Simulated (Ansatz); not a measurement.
Abridged output of a molecular run in Ansatz:

```
Functional definition: HF
2222 factors; integrals over basis functions are off by at most 1.5e-3 eV
mean field evaluation 1: about -10551.4635 eV, gradient 4.7e1 eV
mean field evaluation 2: about -10551.4746 eV, gradient 4.7e1 eV
mean field evaluation 4: about -10557.8687 eV, gradient 5.1e0 eV
mean field evaluation 8: about -10557.9444 eV, gradient 1.6e-4 eV
mean field -10557.94436608 eV, -387.9972990216 hartree, gradient 9.5e-7 eV, S^2 0.000000; 0 other end points of the search recorded, 0 dependent functions left out
9 core orbitals not correlated: weight in the atoms' cores, before any rotation towards them, 1.000 or more for the frozen orbitals, at most 0.000 for the correlated occupied ones
reference -10557.94436608 eV, -387.9972990216 hartree; 28, 28 occupied and 179, 179 virtual orbitals, 2222 factors
second order -36.75111949 eV of doubles, -0.00000000 eV of singles
cycle   1  -38.60387653 eV  change    -1.9e0 eV  update   1.2e-1
cycle   2  -39.55619246 eV  change   -9.5e-1 eV  update   3.5e-2
cycle   3  -39.74464589 eV  change   -1.9e-1 eV  update   1.6e-2
cycle   4  -39.74819701 eV  change   -3.6e-3 eV  update   3.5e-3
cycle   5  -39.75003410 eV  change   -1.8e-3 eV  update   1.4e-3
cycle   6  -39.75059356 eV  change   -5.6e-4 eV  update   3.8e-4
cycle   7  -39.75043792 eV  change    1.6e-4 eV  update   1.5e-4
cycle   8  -39.75041190 eV  change    2.6e-5 eV  update   5.1e-5
perturbative correction -1.21096141 eV, -0.0445020111 hartree
Total energy: -10598.90573939 eV, -389.5026017262 hartree
```

Its atoms:

```xyz
27

C     0.6274   -2.4622   -0.4848
C     0.6441   -0.9421   -0.5893
C     0.5246   -0.5494   -2.0611
C     1.9524   -0.4216   -0.0064
O    -0.5217   -0.5689    0.1451
C    -0.8377    0.7310    0.6432
C    -2.3239    0.6117    0.9574
C    -0.0840    1.0297    1.9383
C    -0.6344    1.8594   -0.3607
H     0.7061   -2.7682    0.5601
H     1.4573   -2.8995   -1.0440
H    -0.3097   -2.8533   -0.8853
H     0.6421    0.5222   -2.2178
H     1.2964   -1.0564   -2.6455
H    -0.4508   -0.8525   -2.4469
H     2.0556   -0.7081    1.0415
H     2.0412    0.6627   -0.0848
H     2.7874   -0.8575   -0.5600
H    -2.4913   -0.2017    1.6658
H    -2.8844    0.3921    0.0467
H    -2.7051    1.5386    1.3913
H    -0.1657    0.1795    2.6185
H     0.9716    1.2380    1.7682
H    -0.5194    1.9036    2.4293
H    -1.1797    1.6638   -1.2855
H     0.4177    2.0195   -0.6001
H    -1.0162    2.7897    0.0668
```

Problem. Which basis set was used?
A. cc-pV(Q+d)Z
B. def2-SVP
C. def2-SVPD
D. def2-TZVPP

Solution. B. It gives 216 functions.

Problem. Write the keys of the input that set method, charge and spin (a neutral closed shell needs none for the last two).

Solution. 
```yaml
correlation: {method: ccsd_t}
```
